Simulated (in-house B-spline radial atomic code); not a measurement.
A run on an ion of nuclear charge 66 with 66.3 electrons that did not converge. Method: scalar-relativistic (X2C) LC-wPBE, spin-polarised, spherical fractional occupations, Fermi nucleus of rms radius 5.2218 fm; computed with an all-electron radial atomic-structure program (B-spline basis).

Command:
```bash
python run_scf.py task.json out
```
Settings (nuclear radius in fm, mass in u):
```
Z                66
configuration    [Xe] 4f10.3 6s2
hamiltonian      x2c
method           lc_wpbe
spin_polarised   True
nucleus          fermi
rms_radius       5.2218
atomic_mass      163.92918
speed_of_light   137.035999084
```

First and last ten iterations of the last attempt (damped for 15 steps, keeping 80 % of the old Fock matrix, then DIIS):
```
 iter        energy (Eh)    residual
    1      -12102.151878    7.77e-01
    2      -12107.080291    1.38e+00
    3      -12131.079299    8.94e-01
    4      -12144.066753    5.55e-01
    5      -12150.625029    3.53e-01
    6      -12153.693714    2.33e-01
    7      -12155.035592    1.59e-01
    8      -12155.606211    1.05e-01
    9      -12155.860396    7.06e-02
   10      -12155.986833    5.58e-02
  111      -12151.969212    1.92e-01
  112      -12151.952137    1.92e-01
  113      -12151.957419    1.92e-01
  114      -12151.950294    1.92e-01
  115      -12151.953188    1.92e-01
  116      -12151.954385    1.92e-01
  117      -12151.953718    1.92e-01
  118      -12151.958142    1.92e-01
  119      -12151.970372    1.91e-01
  120      -12156.116836    2.71e-02
 not converged after 120 iterations
```

The smallest residual met was 1.5e-02; the threshold is about 7e-07. No energy from this run should be used. Cost of the run: 23 s on 1 thread of Intel(R) Xeon(R) 6975P-C (shared host).
